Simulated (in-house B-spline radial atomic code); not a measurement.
## In4+: [Ar] 3d10 4s1 4p6 4d10 (with a hole in an inner shell)

All numbers are computed (Dirac-Kohn-Sham PBE, spherical fractional occupations; Fermi nucleus of rms radius 4.6156 fm) with an all-electron radial atomic-structure program (B-spline basis), not measured.

Screening seen three ways: the hydrogenic charge with the same mean radius, Z_r = [3n² - l(l+1)]/(2<r>), the one with the same energy, Z_e = n√(-2ε), and Slater's rules. Values are occupation-weighted means over j. An effective charge above Z reflects the relativistic contraction of the inner shells.

```json
{"shell": "1s", "electrons": "2", "ε (eV)": "-27790", "<r> (bohr)": "0.02971", "Z_r": "50.48", "Z_e": "45.19", "Slater": "48.70"}
{"shell": "2s", "electrons": "2", "ε (eV)": "-4204.6", "<r> (bohr)": "0.1281", "Z_r": "46.83", "Z_e": "35.16", "Slater": "44.85"}
{"shell": "2p", "electrons": "6", "ε (eV)": "-3784.2", "<r> (bohr)": "0.112", "Z_r": "44.66", "Z_e": "33.35", "Slater": "44.85"}
{"shell": "3s", "electrons": "2", "ε (eV)": "-840.53", "<r> (bohr)": "0.3482", "Z_r": "38.77", "Z_e": "23.58", "Slater": "37.75"}
{"shell": "3p", "electrons": "6", "ε (eV)": "-702.15", "<r> (bohr)": "0.3466", "Z_r": "36.06", "Z_e": "21.55", "Slater": "37.75"}
{"shell": "3d", "electrons": "10", "ε (eV)": "-484.91", "<r> (bohr)": "0.3242", "Z_r": "32.39", "Z_e": "17.91", "Slater": "27.85"}
{"shell": "4s", "electrons": "1", "ε (eV)": "-169.68", "<r> (bohr)": "0.841", "Z_r": "28.54", "Z_e": "14.13", "Slater": "21.60"}
{"shell": "4p", "electrons": "6", "ε (eV)": "-127.87", "<r> (bohr)": "0.9078", "Z_r": "25.34", "Z_e": "12.26", "Slater": "21.60"}
{"shell": "4d", "electrons": "10", "ε (eV)": "-66.442", "<r> (bohr)": "1.098", "Z_r": "19.12", "Z_e": "8.84", "Slater": "10.85"}
```

The least bound orbital is 4d5/2 at -66.05 eV, and it is also the most diffuse (<r> = 1.103 bohr). The part-filled 4s shell lies below the filled 4d shell in orbital energy.

Spin-orbit splittings of the orbital energies (j = l + 1/2 above j = l - 1/2 when positive): 2p 210.9 eV, 3p 38.12 eV, 3d 7.811 eV, 4p 6.852 eV, 4d 0.9731 eV.

For the 1s electron the small component carries 3.23 % of the norm, the zero-frequency Breit interaction raises the level by 63.43 eV, self-energy by 35.82 eV, and vacuum polarisation lowers it by 4.642 eV.
